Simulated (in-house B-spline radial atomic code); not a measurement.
## Ce V (Ce4+): [Kr] 4d10 4f1 5s2 (5p1/2)2 (5p3/2)3 (with a hole in an inner shell)

All numbers are computed (Dirac-Hartree-Fock, average of the jj configuration; Fermi nucleus of rms radius 4.8771 fm) with a radial B-spline atomic code at the basis-set limit, not measured.

Z_r = [3n² - l(l+1)]/(2<r>); Z_e = n√(-2ε); the last column is Slater's effective charge. Values are occupation-weighted means over j. An effective charge above Z reflects the relativistic contraction of the inner shells.

| shell | electrons | ε (eV) | <r> (bohr) | Z_r | Z_e | Slater |
| --- | --- | --- | --- | --- | --- | --- |
| 1s | 2 | -40717 | 0.02457 | 61.05 | 54.71 | 57.70 |
| 2s | 2 | -6659.7 | 0.1046 | 57.35 | 44.25 | 53.85 |
| 2p | 6 | -5974.5 | 0.09215 | 54.26 | 41.91 | 53.85 |
| 3s | 2 | -1510.4 | 0.2771 | 48.72 | 31.61 | 46.75 |
| 3p | 6 | -1285.9 | 0.2752 | 45.42 | 29.16 | 46.75 |
| 3d | 10 | -960.48 | 0.2529 | 41.52 | 25.21 | 36.85 |
| 4s | 2 | -355.68 | 0.6367 | 37.70 | 20.45 | 30.25 |
| 4p | 6 | -279.19 | 0.6737 | 34.14 | 18.12 | 30.25 |
| 4d | 10 | -164.42 | 0.7439 | 28.23 | 13.91 | 18.85 |
| 5s | 2 | -85.9 | 1.498 | 25.03 | 12.56 | 11.75 |
| 5p | 5 | -64.491 | 1.676 | 21.77 | 10.89 | 11.75 |
| 4f | 1 | -51.866 | 0.9896 | 18.19 | 7.81 | 12.00 |

The least bound orbital is 4f7/2 at -51.7 eV, while the most diffuse is 5p3/2 (<r> = 1.7 bohr against 0.9914 bohr): energy order and size order differ.

For the 1s electron the small component carries 4.61 % of the norm, the zero-frequency Breit interaction raises the level by 109.6 eV, self-energy by 63.98 eV, and vacuum polarisation lowers it by 9.53 eV.
